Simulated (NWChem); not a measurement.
System: CH6FNSi; SMILES NC[SiH2]F

NWChem input:

```
start job
memory heap 200 mb stack 900 mb global 1100 mb
geometry units angstroms noautosym nocenter noautoz
  N      0.081269     2.144085     0.000000
  C     -0.711694     0.915906     0.000000
  Si     0.412327    -0.590911     0.000000
  F     -0.405732    -2.002267     0.000000
  H      0.683687     2.202594     0.818846
  H      0.683687     2.202594    -0.818846
  H     -1.381554     0.912954    -0.876185
  H     -1.381554     0.912954     0.876185
  H      1.275403    -0.559434     1.218318
  H      1.275403    -0.559434    -1.218318
end
basis spherical
  N library def2-svp
  C library def2-svp
  Si library def2-svp
  F library def2-svp
  H library def2-svp
end
dft
  xc m05-2x
  iterations 150
end
cosmo
  do_cosmo_smd true
  solvent thf
end
task dft energy
```

All runs use the structure optimised with PBE0/def2-SVP. Solvent: tetrahydrofuran.

Level: M05-2X/def2-SVP with SMD (1 M gas to 1 M solution), gas-phase geometry. Reactions with the solvent are ignored.

### Question
Predict the main results of this run. (M05-2X/def2-SVP, SMD on the gas-phase geometry.) Quantities: solvation free energy (kcal/mol); cavity-dispersion-structure term (kcal/mol); dipole in solution (D).

### Answer
The solvation free energy (kcal/mol) comes out as -4.3, the cavity-dispersion-structure term (kcal/mol) comes out as 1.0 and the dipole in solution (D) is 1.73.
